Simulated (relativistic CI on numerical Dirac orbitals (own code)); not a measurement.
Radial parameters of In¹³⁺

These numbers are calculated, not measured: Dirac-Coulomb-Breit CI, separate exchange-only KLI orbitals for each configuration, QED by a radiative potential, unscaled Slater integrals (own radial code, finite nucleus).

Slater integrals F^k, G^k are unscaled and averaged over j, outside the closed core [Ar] 3d10; ζ comes from projecting the Hamiltonian with its Breit term on Σ l·s of the shell.

- 4s2 4p5 4d: ζ(4p) = 44868, F^2(4p,4d) = 119500, G^1(4p,4d) = 151490, G^3(4p,4d) = 95632, ζ(4d) = 4659.3 cm⁻¹; <r>(4p) = 0.8237, <r^2>(4p) = 0.7658, <r>(4d) = 0.8873, <r^2>(4d) = 0.8983 (bohr units).
- 4s 4p6 4d: G^2(4s,4d) = 117680, ζ(4d) = 4702.4 cm⁻¹; <r>(4s) = 0.7861, <r^2>(4s) = 0.6938, <r>(4d) = 0.8875, <r^2>(4d) = 0.8989 (bohr units).
- 4s2 4p5 4f: ζ(4p) = 44969, F^2(4p,4f) = 113270, G^2(4p,4f) = 101570, G^4(4p,4f) = 70894, ζ(4f) = 198.74 cm⁻¹; <r>(4p) = 0.8232, <r^2>(4p) = 0.765, <r>(4f) = 0.9703, <r^2>(4f) = 1.08 (bohr units).

Averages of the first 10 configurations, taken without configuration mixing, which lowers the lowest level and can move excited configurations by several eV; other configurations of the list can lie among them:

| Configuration | Parity | States | Average energy above the lowest level (eV) |
| --- | --- | --- | --- |
| 4s2 4p6 | even | 1 | 0.2 |
| 4s2 4p5 4d | odd | 60 | 70.6 |
| 4s 4p6 4d | even | 20 | 123.8 |
| 4s2 4p5 4f | even | 84 | 147.9 |
| 4s 4p6 4f | odd | 28 | 201.4 |
| 4s2 4p5 5s | odd | 12 | 148.0 |
| 4s2 4p5 5p | even | 36 | 166.4 |
| 4s 4p6 5s | even | 4 | 202.3 |
| 4s2 4p5 5d | odd | 60 | 194.7 |
| 4p6 4d2 | even | 45 | 250.0 |
